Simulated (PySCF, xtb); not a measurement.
Cu(F) cation (CuF), SMILES [F][Cu] (connectivity only; charge and spin as stated), charge +1, multiplicity 2.

Harmonic wavenumbers (cm⁻¹) from xtb with GFN2-xTB at its own minimum, in rising order: 483.

### Question
What does PySCF with PBE0-D3(BJ)/def2-TZVPD give at its own minimum? (Estimate from the structure and the level; the computed values follow.)

### Answer
699. Paired by order, the mean absolute difference is 216 cm⁻¹ and the zero-point energies are 0.7 and 1.0 kcal/mol.
